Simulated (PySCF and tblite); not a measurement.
Results of a calculation; reference values are marked as such.
C11H8OS, numbered as in [O:1]=[C:2]([c:3]1[cH:4][cH:5][cH:6][cH:7][cH:8]1)[c:9]1[cH:10][cH:11][cH:12][s:13]1.

Level: PBE0-D3(BJ)/6-31G*//GFN2-xTB, thermal terms from GFN2-xTB, symmetry numbers and mirror pairs counted. Conformers within 1.5 kcal/mol (GFN2-xTB free energy) were kept, 10 at most. (PySCF 2.14, tblite 0.8.)

An NOE distance is ⟨r⁻⁶⟩^(−1/6) over all pairs of like atoms and, for the average, over conformers.

Torsions listed: O1–C2–C3–C4, O1–C2–C9–S13. Of a mirror pair one member is shown.

```tsv
conformer	shape	weight %
1	139°, -15°	91.9
2	41°, -166°	8.1
```

Problem. Which H–H contacts under 3.5 Å would NOEs report (pairs on one atom left out) at 298.15 K?

Solution. 
```tsv
pair	in 1 (Å)	in 2 (Å)	average (Å)
H5/H7 ··· H6	2.47	2.47	2.47
H10 ··· H11	2.60	2.62	2.60
H11 ··· H12	2.62	2.62	2.62
H4/H8 ··· H5/H7	2.76	2.76	2.76
H4/H8 ··· H10	2.80	4.85	2.84
```

Longer pairs under the limit may be missing.

Problem. In a model where alignment follows shape alone (order matrix 0.0005 × (3G/tr G − 1)/2, G the second moments of the atom positions; splitting J + 2D), what are the one-bond C–H dipolar couplings D?

Solution. H4/H8 -0.1 Hz (-0.1 in conformer 1), H5/H7 -0.1 Hz (-0.2 in conformer 1), H6 -5.3 Hz (-5.2 in conformer 1), H10 -2.1 Hz (-2.5 in conformer 1), H11 1.2 Hz (2.0 in conformer 1), H12 -7.3 Hz (-8.0 in conformer 1).
